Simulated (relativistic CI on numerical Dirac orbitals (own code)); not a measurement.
## Forbidden lines of Br XXII

These numbers are calculated, not measured: Dirac-Coulomb-Breit CI, KLI orbitals optimised for each configuration, a model potential for QED, unscaled Slater integrals (own radial code, finite nucleus).

Configuration list (outside the closed core [Ne]): 3s²3p², 3s3p³, 3s²3p3d, 3p⁴, 3s3p²3d, 3p³3d, 3s3p3d², 3s²3d4p, 3p³4s, 3s²3p4s, 3s3p3d4s, 3p³4p, 3s²3p4p, 3s²3p4d, 3s3p²4s, 3p²3d4p, 3s²3p4f, 3s3p²4p, 3s3p²4d, 3s3p²4f, 3s²3p5s, 3s²3p5p, 3s²4s4p, 3s²3p5d, 3s²3p5f, 3s²3p5g, 3s3p4s², 3s3p²5s, 3s²3d², 3s3d³, 3p²3d², 3p3d³, 3p3d²4s, 3p3d²4p, 3p3d²4d, 3s²3d4s, 3s3d²4s, 3s3p3d4p, 3s3d²4p, 3s3d4s4p, 3s3d4p², 3s3d4p4d, 3p²3d4s, 3p3d4s², 3p3d4s4p, 3p3d4s4d, 3s²4s², 3s3d4s², 3s²4p², 3s3p4s4p, 3s4s²4p, 3s4s4p², 3s4s4p4d. Double excitations out of closed p, d and f shells are left out; levels of such configurations are missing from the list, as are those of other unlisted configurations, and high levels can miss mixing partners. These lack a partner that the ground configuration has and come out too high: 3s3p²4d, 3s3p²4f, 3s3p²5s, 3s²3p4f, 3s²3p5s.

```
λ vac (nm)              Lower              Upper  Type   A (s⁻¹)        gf  Branching (%)
    15.118     3s²3p² ¹D2 [4]  3s²3p3d ³F°4 [17]    M2  1.87e+02  5.78e-09            5.2
    25.448     3s3p³ ⁵S°2 [6]  3s²3p3d ³F°4 [17]    E2  8.87e+01  7.75e-09            2.5
    35.810     3s3p³ ³D°2 [8]  3s²3p3d ³F°4 [17]    E2  8.81e+01  1.52e-08            2.4
    38.974     3s3p³ ³D°3 [9]  3s²3p3d ³F°4 [17]    M1  4.43e+02  9.08e-08           12.2
    57.136     3s²3p² ³P1 [2]     3s²3p² ¹S0 [5]    M1  3.70e+04  1.81e-06           99.6
    94.673     3s²3p² ³P1 [2]     3s²3p² ¹D2 [4]    M1  5.80e+03  3.90e-06           54.1
    124.13     3s²3p² ³P2 [3]     3s²3p² ¹D2 [4]    M1  4.90e+03  5.66e-06           45.7
    174.36     3s²3p² ³P0 [1]     3s²3p² ³P1 [2]    M1  2.95e+03  4.03e-06          100.0
    190.72  3s²3p3d ³F°3 [16]  3s²3p3d ³F°4 [17]    M1  2.75e+03  1.35e-05           76.0
    398.93     3s²3p² ³P1 [2]     3s²3p² ³P2 [3]    M1  1.35e+02  1.61e-06           98.1
```

Terms are leading LS components. Brackets give the number of a level in order of energy, since labels repeat. The list gives strong lines, with weight on those to low levels, among the lowest 400 of 2808 levels, so that lines to higher ones, which can be the strongest, are missing. Levels whose partners in the same complex of configurations lie outside the list can be far off, and so can their lines. Rates are taken at the computed energies, electric ones in the length gauge.

At this charge energies of transitions that change n are usually good to better than 1 %, and those within a shell (Δn = 0) to a few per cent.

(1) From the table, what is the radiative lifetime of 3s²3p3d ³F°4?

Results:

(1) The listed rates from this level add up to about 3.56e+03 s⁻¹, 98 % of its decay; with all channels τ = 2.76e-04 s.

LS names give the leading component of a level, which can be under half, so a name can repeat, a term be missing and a line seem to break the LS rules.
